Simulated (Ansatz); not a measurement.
The cluster GeO₂ was relaxed with PBE0-D4 (def2-TZVP) in Ansatz in these states: neutral quintet, neutral singlet, neutral triplet. The geometries follow in no particular order.

A:

Cartesian coordinates in Å:
```
Ge 0.2149 0.0397 0.6974
O 0.8177 0.9001 -0.6862
O -1.0327 -0.9398 -0.0112
```

B:

```xyz
3

Ge    0.0005    0.0006   -0.0003
O    -0.5647   -0.3713   -1.4643
O     0.5642    0.3707    1.4647
```

C:

```xyz
3

Ge    0.4712    0.0847   -0.4227
O    -0.7567   -1.3131   -0.6241
O     0.2855    1.2285    1.0468
```

Question: Judge from the bond lengths which geometry belongs to which state (an estimate).

Answer: A is the neutral triplet (Ge1–O3 1.737 Å, Ge1–O2 1.737 Å); B is the neutral singlet (Ge1–O3 1.613 Å, Ge1–O2 1.613 Å); C is the neutral quintet (Ge1–O3 1.871 Å, Ge1–O2 1.871 Å).

At PBE0-D4/def2-TZVP a singlet lies 1.63 eV below the neutral triplet. At PBE0-D4/def2-TZVP a singlet lies 5.23 eV below the neutral quintet. These are the stationary points nearest to one start from a short search; other shapes may lie lower in each state.
